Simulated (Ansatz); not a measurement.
Correlation energies of CH$_{9}$B$_{2}$NSi, SMILES `BN(B)[SiH2]C` by basis set

Cartesian coordinates in Å:
```
B 1.5351 -0.7252 -0.4665
N 0.7342 0.4404 -0.3056
B 1.2665 1.7255 -0.6230
Si -0.9421 0.4171 0.2794
C -1.5239 -1.3022 0.6799
H 1.0909 -1.8057 -0.2031
H 2.6551 -0.6073 -0.8680
H 2.3879 1.8253 -1.0227
H 0.5720 2.6947 -0.4818
H -1.0088 1.2817 1.4863
H -1.7961 1.0217 -0.7762
H -0.9157 -1.7617 1.4616
H -2.5563 -1.2529 1.0371
H -1.4987 -1.9516 -0.1974
```

The species carries charge 0 and has multiplicity 1. All single points use the PBE0-D4/def2-TZVP geometry. It is one conformer, not always the lowest. Frozen core, restricted reference, the Gaussian-basis code of Ansatz. CBS rows extrapolate triple and quadruple zeta; past MP2 they add the triple-zeta difference.

```csv
basis,HF (Eh),MP2 corr.
def2-SVP,-435.74029,-0.57983
def2-TZVPP,-436.00870,-0.71473
def2-QZVPP,-436.02539,-0.76230
```

**Question.** Estimate the CCSD correlation energy and the (T) correction in each basis where they were run (hartree).

**Answer.** 
```json
{"basis": "def2-SVP", "CCSD corr.": "-0.64793", "(T)": "-0.01854"}
{"basis": "def2-TZVPP", "CCSD corr.": "-0.77514", "(T)": "-0.02920"}
{"basis": "CBS(def2)", "CCSD corr.": "-0.85795", "(T)": "as TZ"}
```
